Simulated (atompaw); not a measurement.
# How hard is this lanthanum PAW (atompaw) potential?

La, PAW, made with atompaw 4.2.0.5 (LDA (PW92), scalar-relativistic). Core [Kr] 4d10, reference 4f0 5s2 5p6 5d1 6s1 6p0 (charge +1). Waves: 5s (bound); 6s (bound); 5p (bound); 6p (bound, empty); 5d (bound); 5d channel at 3.7 Ry; 4f (bound, empty); 4f channel at 1.75 Ry. Local part: ultrasoft scheme with l = 4 at 1 Ry, radius 2.80 bohr. Core correction: smooth core density matched at 2.05 bohr. Augmentation charge: sinc compensation charge, radius 2.80 bohr; PAW radius 3.00 bohr; waves and projectors: bloechl.

The pseudo-atom Hamiltonian at the reference potential is diagonalised in spherical Bessel functions j_l(qr) that vanish at 20 bohr, with q² up to the cutoff. All-electron valence levels (Ry): 5s -3.3047, 6s -0.6319, 5p -2.0830, 6p -0.4082, 5d -0.6384, 4f -0.7706.

How do the lowest levels (Ry) of each channel move with the cutoff, and are there ghosts?

```json
{"cutoff (Ry)": "8", "s #1": "-3.2952", "s #2": "-0.6315", "s #3": "-0.1961", "p #1": "-2.0421", "p #2": "-0.3993", "d #1": "-0.6217", "f #1": "-0.5326", "Σ f·Δε (mRy)": "281.6"}
{"cutoff (Ry)": "10", "s #1": "-3.3023", "s #2": "-0.6319", "s #3": "-0.1962", "p #1": "-2.0687", "p #2": "-0.4049", "d #1": "-0.6328", "f #1": "-0.6446", "Σ f·Δε (mRy)": "96.1"}
{"cutoff (Ry)": "12", "s #1": "-3.3041", "s #2": "-0.6319", "s #3": "-0.1963", "p #1": "-2.0787", "p #2": "-0.4072", "d #1": "-0.6368", "f #1": "-0.7057", "Σ f·Δε (mRy)": "28.4"}
{"cutoff (Ry)": "18", "s #1": "-3.3047", "s #2": "-0.6320", "s #3": "-0.1963", "p #1": "-2.0829", "p #2": "-0.4082", "d #1": "-0.6383", "f #1": "-0.7588", "Σ f·Δε (mRy)": "1.0"}
{"cutoff (Ry)": "21", "s #1": "-3.3047", "s #2": "-0.6320", "s #3": "-0.1963", "p #1": "-2.0830", "p #2": "-0.4082", "d #1": "-0.6384", "f #1": "-0.7649", "Σ f·Δε (mRy)": "0.3"}
{"cutoff (Ry)": "25", "s #1": "-3.3047", "s #2": "-0.6320", "s #3": "-0.1963", "p #1": "-2.0830", "p #2": "-0.4082", "d #1": "-0.6384", "f #1": "-0.7689", "Σ f·Δε (mRy)": "0.1"}
{"cutoff (Ry)": "400", "s #1": "-3.3047", "s #2": "-0.6320", "s #3": "-0.1963", "p #1": "-2.0830", "p #2": "-0.4082", "d #1": "-0.6384", "f #1": "-0.7706", "Σ f·Δε (mRy)": "0.0"}
```

Result: no extra level below or beside the all-electron valence levels (s, p, d, f tested); 10 mRy is reached at 15 Ry and 1 mRy at 18 Ry.
